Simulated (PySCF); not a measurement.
Si(H)(Cl)(Me)(OMe) (C2H7ClOSi), SMILES CO[SiH](C)Cl. Heavy atoms are numbered as in [SiH:1]([CH3:2])([Cl:3])[O:4][CH3:5]. Hydrogens are named by the atom that carries them.

Geometry optimised at B3LYP-D3(BJ)/def2-SVP. Other conformers were not sampled.

Computed with PBE0/pcSseg-1 run with PySCF.

GIAO shieldings, no solvent; atoms alike by connectivity are averaged. δ = σ(ref) − σ: ²⁹Si against TMS (σ = 352.7 ppm); ¹³C against TMS (σ = 186.3 ppm); ³⁵Cl against HCl (σ = 945.9 ppm); ¹⁷O against H2O (σ = 334.2 ppm); ¹H against TMS (σ = 31.56 ppm), references at their B3LYP-D3(BJ)/def2-TZVP geometries, non-relativistic (without spin–orbit terms, shifts of atoms bonded to Cl or Br come out too high).

Computed chemical shifts:
```tsv
nucleus	atoms	count	δ (ppm)
²⁹Si	Si1 (SiH)	1	11.5
¹³C	C5 (CH3)	1	55.4
¹³C	C2 (CH3)	1	4.5
³⁵Cl	Cl3	1	39.3
¹⁷O	O4	1	44.0
¹H	H on Si1	1	5.61
¹H	H on C5	3	4.00
¹H	H on C2	3	0.77
```
